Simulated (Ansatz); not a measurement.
`[SeH][SeH]` + `BC=C` → `C=CB[SeH]` + H₂Se at 298.15 K and 1 bar (formal exchange of groups at the Se–Se bond).

Gas-phase electronic energies from Ansatz, PBE0-D4/def2-TZVP geometries. CBS: MP2 limit from def2 TZ/QZ plus the TZ coupled-cluster correction, frozen cores. For Se outer-core shells are correlated without core-valence functions, which leaves a few kJ/mol of doubt a bond. Scalar relativity is left out up to krypton. One conformer a species, not always the lowest.

```
     species  CCSD(T)/CBS energy (Eh)  H − E (kJ/mol)  S (J/(mol·K))
`[SeH][SeH]`              -4802.61264            54.2          278.2
      `BC=C`               -103.86193           178.1          264.9
 `C=CB[SeH]`              -2504.61289           184.7          316.3
        H₂Se              -2401.89790            45.8          219.1
```

H − E and S are ideal-gas, rigid-rotor, harmonic terms from PBE0-D4/def2-TZVP, for one conformer and one mirror image of each species. 1 Eh = 2625.50 kJ/mol, R = 8.31446 J/(mol·K).

By hand: ΔE, ΔH, ΔS and ΔG.

ΔE = (-2504.61289) + (-2401.89790) − (-4802.61264) − (-103.86193) = -0.03622 Eh = -95.1 kJ/mol. Δ(H − E) = 184.7 + 45.8 − 54.2 − 178.1 = -1.8, so ΔH = -96.9 kJ/mol. ΔS = 316.3 + 219.1 − 278.2 − 264.9 = -7.7 J/(mol·K). ΔG = -96.9 − 298.15 × (-7.7)/1000 = -94.6 kJ/mol.

By hand: the equilibrium constant, and the temperature at which ΔG would vanish if ΔH and ΔS stayed fixed.

log₁₀ K = −ΔG/(RT ln 10) = 16.6. ΔG = 0 at ΔH/ΔS = 12584 K, far beyond where these terms or the molecules hold.

The number of gas molecules stays the same, so ΔS is small and ΔH decides. A doubt of 5 kJ/mol in ΔE shifts log₁₀ K by 0.9 here. Other conformers and mirror images would add mixing entropy, several J/(mol·K) or more a flexible species. These are equilibria of isolated gas molecules and say nothing of rates. Largest T1 diagnostic: 0.013 (customary marks: 0.02 for closed shells, 0.045 for open ones).
